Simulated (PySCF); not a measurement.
C4H5BFN. Atoms are numbered in the order given.

```xyz
12

N      2.7671     0.0848    -0.3998
C      1.6206     0.2268    -0.5056
C      0.1826     0.3637    -0.6077
C     -0.6791    -0.8628    -1.1012
C     -1.8070    -0.6426    -0.0389
B     -0.7636     0.2881     0.6783
F     -0.6004     0.7135     1.9101
H     -0.0690     1.2644    -1.1963
H     -0.1391    -1.8054    -0.9352
H     -0.9821    -0.8112    -2.1567
H     -2.6626    -0.0836    -0.4550
H     -2.1979    -1.5304     0.4797
```

Geometry optimised at B3LYP-D3(BJ)/def2-SVP. The structure was generated by enumeration; whether it is a known compound was not checked.

All values below come from TDDFT-PBE/def2-SVPD in PySCF.

Vertical excitations. 

Computed excitation energies, oscillator strengths and character:
```
state  energy (eV)  λ (nm)      f                                                                 main pairs
-----  -----------  ------  -----  -------------------------------------------------------------------------
S1            5.18     239  0.004                                                             HOMO→LUMO 99 %
S2            5.70     218  0.004                                                           HOMO−1→LUMO 96 %
S3            6.05     205  0.002                                                           HOMO−2→LUMO 87 %
S4            6.31     196  0.008                                                           HOMO−3→LUMO 85 %
S5            6.56     189  0.011                                                           HOMO→LUMO+1 99 %
S6            6.96     178  0.003                                                           HOMO−4→LUMO 91 %
S7            7.07     175  0.000                                                           HOMO→LUMO+2 76 %
S8            7.22     172  0.010                                                           HOMO−5→LUMO 87 %
S9            7.24     171  0.002                                       HOMO−1→LUMO+1 64 %, HOMO→LUMO+3 17 %
S10           7.50     165  0.015  HOMO→LUMO+3 42 %, HOMO−2→LUMO+1 30 %, HOMO−1→LUMO+2 11 %, HOMO→LUMO+4 7 %
T1            4.78     259      0                                                             HOMO→LUMO 99 %
T2            5.40     230      0                                                           HOMO−1→LUMO 86 %
T3            5.80     214      0                       HOMO−2→LUMO 73 %, HOMO−3→LUMO 13 %, HOMO−1→LUMO 12 %
T4            6.05     205      0                                         HOMO−3→LUMO 79 %, HOMO−2→LUMO 18 %
```
Triplets are in the Tamm–Dancoff approximation, which puts them higher than full response would, so one can lie above its singlet here.
